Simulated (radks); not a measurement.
Values are calculated unless marked as measured or tabulated.
Q: All-electron atom: Xe in [Xe] (the NIST ground configuration). Code: a radial shooting solver on a logarithmic mesh with Libxc functionals. Model: scalar-relativistic Kohn-Sham, LDA (Slater exchange, VWN5 correlation), spin-polarised, spherical densities, point nucleus; hard spherical wall at 6 bohr. Some entries of the table are withheld. Estimate them.

orbital  occ.  eigenvalue (eV)  <r> (bohr)
1s          2        -34335.15     0.02668
2s          2        -5344.081      0.1147
2p          6        -4797.730      0.1003
3s          2        -1092.103         (1)
3p          6        -915.6355      0.3047
3d         10        -653.2147      0.2811
4s          2        -196.3591      0.7170
4p          6        -140.3969      0.7653
4d         10         -58.8325      0.8780
5s          2         -19.4822       1.857
5p          6          -7.8796       2.268
6s          0           4.2103         (2)
5d          0           4.5220       3.228
4f          0          11.3911       3.273

A: 
(1) 3s <r> (bohr): 0.3069
(2) 6s <r> (bohr): 3.654
